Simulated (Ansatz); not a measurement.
Several settings on one geometry of Sn₁₀O₄H₁₆ (that of the charge 0 singlet, PBE-D4/def2-SVP). Ansatz on 2 threads of AMD EPYC 7R13 on a shared host and a share (18 GiB) of an NVIDIA H100 80GB HBM3; times are rough.

```csv
atom,x (Å),y (Å),z (Å)
Sn1,-2.303,1.306,-1.457
Sn2,1.605,-1.537,-1.544
Sn3,-1.375,-1.639,1.878
Sn4,2.196,2.305,1.493
Sn5,-3.485,-0.492,0.375
Sn6,0.076,-3.300,0.079
Sn7,-0.048,0.354,-2.876
Sn8,-1.021,3.558,-0.325
Sn9,3.356,0.116,-0.057
Sn10,-0.044,0.798,2.567
O11,2.611,-2.532,-3.016
O12,-2.448,-2.679,3.276
O13,2.007,0.479,3.173
O14,1.034,3.112,-0.425
H15,-3.444,2.051,-2.548
H16,1.977,-2.942,-3.638
H17,-1.845,-2.981,3.984
H18,2.391,-0.385,2.920
H19,-4.400,-1.589,-0.613
H20,-4.617,0.428,1.317
H21,-0.951,-4.400,-0.798
H22,1.179,-4.288,0.994
H23,-0.506,-0.011,-4.514
H24,0.943,1.807,-3.017
H25,1.245,2.703,-1.295
H26,-1.085,5.015,-1.277
H27,4.595,0.525,-1.217
H28,4.146,-0.980,1.060
H29,-1.086,3.991,1.352
H30,-0.703,1.207,4.146
```

Totals from different functionals, basis sets or treatments of relativity can't be compared as stabilities.

In the def2 sets Sn takes a core potential; there is no spin–orbit coupling.

The spins typed aren't always the lowest for that charge.

(1) Give the basis size and estimate the energy, ⟨S²⟩ and time of these runs.

| run | method | charge | state | further keys |
| --- | --- | --- | --- | --- |
| 1 | UKS B97M-V/def2-SVP | 1 | doublet | scf: {omitted_lower_state_checks: [starts]}; forces asked |
| 2 | RKS BHLYP-D4/def2-mTZVP | 0 | singlet | fitting: {mean_field: def2-universal-jkfit}; point_charges: [{charge: 0.50, position_ang: [7.111, 0.279, -0.273]}]; scf: {lower_state_search: off}; forces asked |
| 3 | UKS SVWN5/def2-mTZVPP | 0 | triplet | fitting: {mean_field: def2-universal-jkfit}; scf: {omitted_lower_state_checks: [starts]} |

Answers

(1) 
| run | functions | energy (Eh) | ⟨S²⟩ | wall time |
| --- | --- | --- | --- | --- |
| 1 | 396 | -2453.1018 | 0.75 | 17 s |
| 2 | 504 | -2453.0613 | – | 5.5 s |
| 3 | 536 | -2448.3521 | 2.00 | 4.9 s |
